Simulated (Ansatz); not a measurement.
`F[CH](F)[SnH2][SH]` + `FC(F)C(F)F` → `FC(F)C(F)(F)C(F)F` + `[SH][SnH3]`  (formal exchange of groups at a C–Sn bond)

Computed with Ansatz on PBE0-D4/def2-TZVP structures; ΔE is electronic, products minus reactants. CBS: MP2 limit from def2 TZ/QZ plus the TZ coupled-cluster correction, frozen cores. DFT in def2-TZVPP. def2 core potentials past Kr. For Sn outer-core shells are correlated without core-valence functions, which leaves a few kJ/mol of doubt a bond. One conformer a species, not always the lowest.

`F[CH](F)[SnH2][SH]`:

```xyz
9

F     0.596   -1.772   -0.568
C     0.127   -1.193    0.574
F    -1.118   -1.683    0.800
Sn    0.068    0.987    0.292
S    -1.023    1.373   -1.804
H     0.771   -1.524    1.397
H    -0.871    1.744    1.492
H     1.676    1.561    0.271
H    -0.226    0.508   -2.455
```

`FC(F)C(F)F`:

Cartesian coordinates in Å:
```
F 0.603 1.359 -0.928
C -0.030 0.756 0.102
F 0.643 1.020 1.234
C -0.058 -0.745 -0.157
F -0.823 -1.331 0.789
F 1.183 -1.253 -0.081
H -1.044 1.160 0.185
H -0.476 -0.967 -1.145
```

`FC(F)C(F)(F)C(F)F`:

Cartesian coordinates in Å:
```
F 1.763 1.428 -0.799
C 0.578 0.802 -0.845
F 0.603 -0.096 -1.855
C 0.352 0.052 0.472
F 0.220 0.962 1.452
F 1.417 -0.722 0.743
C -0.889 -0.848 0.429
F -1.124 -1.334 1.655
F -1.949 -0.101 0.049
H -0.215 1.531 -1.028
H -0.756 -1.674 -0.275
```

`[SH][SnH3]`:

Z-matrix (Å, degrees):
```
Sn
S 1 2.406
H 1 1.706 2 109.4
H 1 1.701 2 104.7 3 119.6
H 1 1.706 2 109.5 3 -120.9
H 2 1.343 1 93.9 3 59.9
```

```json
{"level": "PBE0-D4", "ΔE (kcal/mol)": "-3.6"}
{"level": "r2SCAN", "ΔE (kcal/mol)": "-4.2"}
{"level": "HF/def2-TZVPP", "ΔE (kcal/mol)": "-6.5"}
{"level": "MP2/def2-TZVPP", "ΔE (kcal/mol)": "-3.7"}
{"level": "CCSD/def2-TZVPP", "ΔE (kcal/mol)": "-4.9"}
{"level": "CCSD(T)/def2-TZVPP", "ΔE (kcal/mol)": "-4.7"}
{"level": "MP2/def2-QZVPP", "ΔE (kcal/mol)": "-2.8"}
{"level": "MP2/CBS(def2)", "ΔE (kcal/mol)": "-2.1"}
```

Task: What does CCSD(T)/CBS give? (An estimate is asked.)

Result: Computed: -3.1 kcal/mol. The listed levels differ from it by -0.5, -1.1, -3.4, -0.6, -1.8, -1.6, 0.3, 1.0 kcal/mol.

Largest T1 diagnostic among the species: 0.013.

In def2-TZVPP, CCSD(T) changes the Hartree–Fock value by +1.8 kcal/mol (the triples alone add +0.3 kcal/mol) and MP2 by +2.7 kcal/mol. From PBE to PBE0 (25 % exact exchange), in def2-TZVPP and without D4, ΔE moves by −2.2 kcal/mol.
